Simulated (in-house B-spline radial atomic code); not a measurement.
A run on the calcium ion Ca⁺ (an excited or competing configuration) that did not converge. Method: scalar-relativistic (X2C) wB97X, spin-polarised, spherical fractional occupations, Fermi nucleus of rms radius 3.4776 fm; computed with an all-electron radial atomic-structure program (B-spline basis).

Command:
```bash
python run_scf.py task.json out
```
Settings (nuclear radius in fm, mass in u):
```
Z                20
configuration    [Ne] 3s1 3p6 4s1 4d1
hamiltonian      x2c
method           wb97x
spin_polarised   True
nucleus          fermi
rms_radius       3.4776
atomic_mass      39.96259
speed_of_light   137.035999084
```

First and last ten iterations of the last attempt (damped for 15 steps, keeping 80 % of the old Fock matrix, then DIIS):
```
 iter        energy (Eh)    residual
    1        -673.135024    2.94e-01
    2        -677.206600    1.61e-01
    3        -677.629746    1.18e-01
    4        -677.851930    8.64e-02
    5        -677.968229    6.29e-02
    6        -678.028418    4.58e-02
    7        -678.059432    3.34e-02
    8        -678.075531    2.44e-02
    9        -678.084004    1.79e-02
   10        -678.088533    1.35e-02
  111        -678.094144    3.43e-07
  112        -678.094144    3.24e-07
  113        -678.094144    3.42e-07
  114        -678.094144    1.20e-06
  115        -678.094144    3.46e-06
  116        -678.094144    3.49e-07
  117        -678.094144    8.82e-07
  118        -678.094144    3.60e-07
  119        -678.094144    3.31e-07
  120        -678.094144    3.16e-07
 not converged after 120 iterations
```

The smallest residual met was 3.0e-07; the threshold is about 2e-07. Over the last five steps the energy moves by less than 1e-08 hartree, but the orbitals didn't meet the threshold. Cost of the run: 13 s on 1 thread of Arm Neoverse V1 (shared host).
